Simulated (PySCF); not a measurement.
Rb₂F₂, singlet: molecular constants

All numbers come from PBE0 in PySCF with Rb def2-TZVP with ECP28, F def2-TZVP; scalar-relativistic core potentials, no spin–orbit coupling; density-fitted integrals.

The structure is a minimum.

Coordinates in bohr (charge 0 multiplicity 1):
```
Rb   -3.5827    0.0000    0.0000
Rb    3.5827    0.0000    0.0000
F     0.0000   -3.1650    0.0000
F     0.0000    3.1650    0.0000
```

```json
{
  "Point group": "D2h",
  "Bond lengths": "Rb–F 2.530 Å (×4)",
  "Bond angles": "F–Rb–F 82.9° (×2), Rb–F–Rb 97.1° (×2)",
  "Rotational constants": "0.1582, 0.02762, 0.02351 cm⁻¹",
  "Principal quadrupole moments (Buckingham, traceless) about the centre of mass": "-36.36, -1.07, 37.43 D Å",
  "Lowest empty level": "-0.50 eV",
  "Dipole moment": "0.00 D",
  "Zero-point energy": "7.3 kJ/mol",
  "Principal polarisabilities": "30.4, 34.3, 44.6 bohr³",
  "Atomisation energy without zero-point energy": "1091 kJ/mol",
  "Enthalpy at 298.15 K above 0 K": "18.85 kJ/mol",
  "Heat capacity Cp at 298.15 K": "78.9 J/(mol K)",
  "Rotational symmetry number": "4",
  "Highest occupied level": "-6.71 eV",
  "Entropy at 298.15 K and 1 bar": "343.8 J/(mol K)"
}
```

Harmonic modes (masses in u: Rb 84.912, F 18.998):
```csv
symmetry,ω (cm⁻¹),IR (km/mol)
b3u,91,69.3
ag,102,0.0
b3g,235,0.0
b2u,242,116
ag,261,0.0
b1u,282,145
```

In D2h the vibrations span b3u + 2ag + b3g + b2u + b1u. The ag, b3g modes carry no infrared intensity, as symmetry demands. With a centre of inversion only u modes can be infrared active and only g modes Raman active.

Charges (e):
```json
{"atom": "Rb1", "Mulliken": "0.79", "Löwdin": "0.65", "polar tensor": "0.93", "Mayer order to Rb1": "–"}
{"atom": "Rb2", "Mulliken": "0.79", "Löwdin": "0.65", "polar tensor": "0.93", "Mayer order to Rb1": "0.05"}
{"atom": "F3,4", "Mulliken": "-0.79", "Löwdin": "-0.65", "polar tensor": "-0.93", "Mayer order to Rb1": "0.19"}
```

Mulliken populations on Rb1 (electrons outside its core potential): s 2.09, p 6.01, d 0.11.

Other isomers or separated fragments may lie lower.

The final relaxation and frequency run took 68 s on 4 threads of a shared Arm Neoverse V1 host, with 128 basis functions and 10 gradients; the process peaked at 1.3 GiB. Launch command: `OMP_NUM_THREADS=4 python axn.py task.json out`.
